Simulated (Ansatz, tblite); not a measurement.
Removing an electron: Ba₂S₂⁻ (the lowest doublet isomer of a short search). Charge -1, multiplicity 2. Geometry: r2SCAN-D4/def2-SVPD. Ansatz, gas phase; energy differences of separate SCF runs; the oxidised species was run as a singlet alone.

```
atom   x (Å)   y (Å)   z (Å)
 Ba1  -1.337  -0.924  -1.205
 Ba2   1.337   0.924   1.205
  S3  -1.162  -0.396   1.593
  S4   1.162   0.395  -1.594
```

In the def2 sets Ba takes a core potential; there is no spin–orbit coupling. The xTB rows come from tblite. HOMO above LUMO, or a gap near zero within one spin, warns that the state may not be the lowest or that an electron is smeared out. The structure comes from a short search, and lower isomers may exist.

```json
{"level": "GFN1-xTB", "−HOMO (eV)": "–", "vertical IE (eV)": "6.78", "−LUMO (eV)": "–", "HOMO–LUMO gap (eV)": "–", "remarks": "–"}
{"level": "PBE-D4/def2-TZVPD", "−HOMO (eV)": "-0.55", "vertical IE (eV)": "0.58", "−LUMO (eV)": "-0.64", "HOMO–LUMO gap (eV)": "0.08", "remarks": "HOMO above zero (-1 doublet), gap within one spin near zero (-1 doublet)"}
{"level": "PBE0-D4/def2-TZVPD", "−HOMO (eV)": "-0.31", "vertical IE (eV)": "0.48", "−LUMO (eV)": "-0.80", "HOMO–LUMO gap (eV)": "0.49", "remarks": "HOMO above zero (-1 doublet)"}
```

(1) Estimate the rows for GFN2-xTB, r2SCAN-D4/def2-TZVPD.

Results:

(1) 
```tsv
level	−HOMO (eV)	vertical IE (eV)	−LUMO (eV)	HOMO–LUMO gap (eV)	remarks
GFN2-xTB	–	5.33	–	–	–
r2SCAN-D4/def2-TZVPD	-0.53	0.48	-0.61	0.08	HOMO above zero (-1 doublet), gap within one spin near zero (-1 doublet)
```

  A HOMO above zero means that the electron is unbound at that level or that self-interaction error raises the level; the energy of removing that electron tells which. HOMO and LUMO are the levels of the spin that leaves or enters (xTB has no such levels and no spin-polarisation term). Other spin states of the ions may lie lower, which would lower the ionisation energy or raise the affinity. Raw xTB energy differences between charge states are shifted by several eV; the methods need an empirical correction for them.
